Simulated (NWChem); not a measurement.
Basis-set convergence for HFSn

```xyz
3

Sn    -0.2230     0.1953     0.0000
H      1.0072     1.5359     0.0000
F      1.1273    -1.2554     0.0000
```
Charge 0, spin multiplicity 1.

All runs are NWChem calculations. Structure: optimised with PBE/def2-SVP with def2 effective core potentials on Sn, a minimum by its harmonic frequencies.

Quantity: first vertical ionisation energy at the level G0W0@PBE0.

Effective core potentials replace the inner electrons of Sn; spin-orbit coupling is left out. GW and range-separated runs recompute their integrals, the others keep them in memory, which bears on the times. The structure started from a generated list of species.

The cost column gives rough processor time relative to def2-SVP; each entry includes its own SCF.

| basis | functions | first vertical ionisation energy (eV) | relative cost |
|---|---|---|---|
| def2-SVP | 45 | 8.93 | 1 |
| def2-SVPD | 63 | … | under 3 |
| def2-TZVP | 87 | 9.31 | 3 |
| def2-TZVPP | 95 | 9.38 | 4 |
| def2-TZVPD | 105 | … | 4 |
| def2-QZVP | 169 | … | 30 |

Task: Complete the blanks.

Result: 
- def2-SVPD, first vertical ionisation energy (eV): 9.09
- def2-TZVPD, first vertical ionisation energy (eV): 9.33
- def2-QZVP, first vertical ionisation energy (eV): 9.55
